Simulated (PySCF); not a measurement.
## Electron correlation in Pd⁺ (palladium, charge +1)

[Kr] 4d8 5s1, high-spin 4F determinant (an excited configuration). Calculation: PySCF 2.14, in aug-cc-pVDZ-PP with ECP28MDF; scalar relativity through the core potential. Frozen: 4s2 4p6; 9 electrons correlated.

| level | correlation energy (mhartree) |
| --- | --- |
| CCSD | -199.85 |
| (T) | -3.70 |
| CCSD(T) | -203.55 |

Diagnostics: T1 = 0.0092, D1 = 0.0311, largest double amplitude 0.016.

Question: Is a single reference adequate?

Answer: Yes, within this model without spin-orbit coupling: T1 lies below 0.03 and no double amplitude reaches 0.07.
